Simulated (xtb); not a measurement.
C6H14O3, triplet, at the geometry of the source list (a higher spin typed on purpose: for a closed-shell molecule this is an excited state); GFN2-xTB with ALPB(dmf) (xtb).

Input for xtb:
```
$ xtb mol.xyz --gfn 2 --uhf 2 --alpb dmf --json

# file mol.xyz
23

C     -4.34860000     0.20570000    -0.28640000
O     -3.33500000     0.98350000     0.30130000
C     -2.03970000     0.74410000    -0.19220000
C     -1.39430000    -0.52630000     0.39980000
O     -0.10350000    -0.77260000    -0.10560000
C      0.91840000     0.00900000     0.46900000
C      2.24540000    -0.43400000    -0.13880000
O      3.27350000     0.33790000     0.42930000
C      4.54470000     0.01450000    -0.07090000
H     -5.28380000     0.54890000     0.15120000
H     -4.22770000    -0.86310000    -0.07880000
H     -4.38060000     0.35320000    -1.37380000
H     -2.04130000     0.66600000    -1.28890000
H     -1.45500000     1.62160000     0.09510000
H     -1.98190000    -1.40430000     0.11930000
H     -1.38260000    -0.44560000     1.49580000
H      0.94990000    -0.13270000     1.55930000
H      0.77700000     1.07910000     0.26940000
H      2.20780000    -0.29660000    -1.23020000
H      2.40110000    -1.50510000     0.06040000
H      4.60340000     0.18450000    -1.15370000
H      5.25250000     0.66540000     0.43700000
H      4.80020000    -1.03330000     0.13260000
```

The log (banner, timings and long lists left out):

```
   ID    Z sym.   atoms
    1    6 C      1, 3, 4, 6, 7, 9
    2    8 O      2, 5, 8
    3    1 H      10-23

           -------------------------------------------------
          |                Calculation Setup                |
           -------------------------------------------------

           -------------------------------------------------
          |                 G F N 2 - x T B                 |
           -------------------------------------------------

      * Solvation model:               ALPB
        Solvent                        dmf
        Parameter file                 internal GFN2-xTB/ALPB
        Dielectric constant                3.7000E+01
        Reference state                gsolv [1 M gas/solution]
        Free energy shift                  6.0086E-03 Eh       3.7705E+00 kcal/mol
        Temperature                        2.9815E+02 K
        Density                            9.5000E-01 kg/L
        Solvent mass                       7.3100E+01 g/mol
        Interaction kernel             P16
        Born radius scaling (c1)           1.8540E+00
        Born radii integrator          GBOBC
        Born offset                        0.0000E+00 a0       0.0000E+00 AA
        H-bond correction              true
        Ion screening                  false
        Surface tension                    1.0000E-05 Eh       1.5569E+01 dyn/cm
        Grid points                               230 per atom

          ...................................................
          :                      SETUP                      :
          :.................................................:
          :  # basis functions                  50          :
          :  # atomic orbitals                  50          :
          :  # shells                           32          :
          :  # electrons                        56          :
          :  max. iterations                   250          :
          :  Hamiltonian                  GFN2-xTB          :
          :  restarted?                      false          :
          :  GBSA solvation                   true          :
          :  PC potential                    false          :
          :  electronic temp.          300.0000000     K    :
          :  accuracy                    1.0000000          :
          :  -> integral cutoff          0.2500000E+02      :
          :  -> integral neglect         0.1000000E-07      :
[...]
         :: total energy             -31.792392100883 Eh    ::
[...]
                            11 H    0.940
     2   8 O    2.145 --     1 C    0.964     3 C    0.899     5 O    0.110
     3   6 C    3.903 --    13 H    0.955    14 H    0.951     4 C    0.920
                             2 O    0.899
     4   6 C    3.911 --    15 H    0.951    16 H    0.950     3 C    0.920
                             5 O    0.871
     5   8 O    2.170 --     6 C    0.892     4 C    0.871     2 O    0.110
     6   6 C    3.941 --     7 C    1.022    17 H    0.919    18 H    0.896
                             5 O    0.892
     7   6 C    3.927 --     6 C    1.022    19 H    0.943    20 H    0.939
                             8 O    0.890
     8   8 O    2.001 --     9 C    0.950     7 C    0.890
     9   6 C    3.915 --    22 H    0.979    23 H    0.966    21 H    0.965
                             8 O    0.950
    10   1 H    0.992 --     1 C    0.977
    11   1 H    0.982 --     1 C    0.940
    12   1 H    0.987 --     1 C    0.958
    13   1 H    0.994 --     3 C    0.955
    14   1 H    0.994 --     3 C    0.951
    15   1 H    0.993 --     4 C    0.951
    16   1 H    0.994 --     4 C    0.950
    17   1 H    0.983 --     6 C    0.919
    18   1 H    0.977 --     6 C    0.896
    19   1 H    0.978 --     7 C    0.943
    20   1 H    0.976 --     7 C    0.939
    21   1 H    0.984 --     9 C    0.965
    22   1 H    0.993 --     9 C    0.979
    23   1 H    0.985 --     9 C    0.966
 ---------------------------------------------------------------------------

Topologies differ in total number of bonds
Writing topology from bond orders to xtbtopo.mol

molecular dipole:
                 x           y           z       tot (Debye)
 q only:       -0.645      -0.217      -0.366
   full:       -0.600      -0.338      -0.474       2.125
molecular quadrupole (traceless):
                xx          xy          yy          xz          yz          zz
 q only:        9.185       1.493      -5.378       0.561      -1.220      -3.807
  q+dip:        3.756       0.558      -3.252       0.541      -2.865      -0.504
   full:        6.505       0.990      -4.369       0.535      -2.616      -2.136

           -------------------------------------------------
          | TOTAL ENERGY              -31.792392100883 Eh   |
          | GRADIENT NORM               0.296408983184 Eh/α |
          | HOMO-LUMO GAP               1.232511894426 eV   |
           -------------------------------------------------

normal termination of xtb
```
